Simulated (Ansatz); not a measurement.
C3H5ClSn, relaxed with RKS PBE-D4/def2-SVP in Ansatz from a rough embedded geometry. The force threshold is 0.03 eV/Å; the program also tests the step.

The species carries charge 0 and has multiplicity 1. Sn: def2 effective core potential. The bonds changed during the relaxation, so this is another structure than the one it started from.

Start:

```xyz
10

C     0.254   -1.024    1.500
C    -0.052   -0.231    0.505
C    -0.881    0.857   -0.051
Sn    0.177    0.350   -1.708
Cl    2.274    1.505   -1.823
H    -0.170   -0.909    2.486
H     1.098   -1.755    1.388
H    -1.957    0.491   -0.153
H    -0.693    1.787    0.431
H    -0.050   -1.070   -2.574
```

(1) By how much does the energy fall, and how many steps does the optimiser take? (An estimate is asked.)

(2) Which bonds change most? (Estimate.)

(3) Give the relaxed structure. (An estimate is asked.)

## Answers

(1) Ansatz gave: 167.99 kJ/mol, in 18 steps, 1 of them rejected.

(2) The calculation gave: C2–C3 from 1.477 to 1.337 Å; Sn4–H10 from 1.679 to 1.810 Å; Sn4–Cl5 from 2.397 to 2.441 Å; C3–H9 from 1.064 to 1.105 Å.

(3) Ansatz gave: 
```xyz
10

C     0.247   -1.091    1.346
C    -0.378   -0.123    0.716
C    -1.031    0.897    0.150
Sn    0.070    0.339   -2.238
Cl    2.094    1.541   -1.592
H     0.162   -1.174    2.445
H     0.872   -1.826    0.817
H    -2.102    0.820   -0.108
H    -0.568    1.899    0.124
H     0.634   -1.281   -1.660
```
